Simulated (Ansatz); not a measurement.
Calculated with Ansatz (gas phase, PBE0-D4/def2-TZVP geometries, no zero-point term in ΔE). CCSD(T)/CBS is the MP2 limit (def2-TZVPP, def2-QZVPP) plus CCSD(T) − MP2 in def2-TZVPP, frozen cores. This one scheme is used for every species. DFT in def2-TZVPP. Elements past krypton have def2 core potentials. For Br, Sn outer-core shells are correlated without core-valence functions, which leaves a few kJ/mol of doubt a bond. Scalar relativity is left out up to krypton. Each species was taken in one conformer, which may not be the lowest.

Reaction (formal hydrolysis of the Sn–C bond): `C=[CH][SnH2][Br]` + H₂O → `[OH][SnH2][Br]` + `C=C`

```csv
level,ΔE (kJ/mol),difference from CCSD(T)/CBS
PBE-D4,-33.8,-4.3
r2SCAN-D4,-39.8,-10.3
ωB97X-V,-37.9,-8.4
ωB97M-V,-34.7,-5.2
BLYP,-50.9,-21.4
r2SCAN,-41.1,-11.6
r2SCANh,-39.0,-9.5
MP2/def2-QZVPP,-26.3,3.2
SCS-MP2/def2-QZVPP,-33.0,-3.5
HF/CBS(def2),-49.7,-20.2
CCSD(T)/CBS,-29.5,0
```

Largest T1 diagnostic among the species: 0.011.

From r2SCAN to r2SCAN0 (25 % exact exchange), in def2-TZVPP and without D4, ΔE moves by +4.9 kJ/mol. Leaving LDA and LC-ωPBE aside and taking each functional with its dispersion term where it has one, the values, not all of them listed here, spread over 15.6 kJ/mol, from B97M-V to PBE-QIDH. LDA lies +9.9 kJ/mol from PBE without D4. In def2-TZVPP, CCSD(T) changes the Hartree–Fock value by +19.2 kJ/mol (the triples alone add +1.7 kJ/mol) and MP2 by +22.7 kJ/mol.
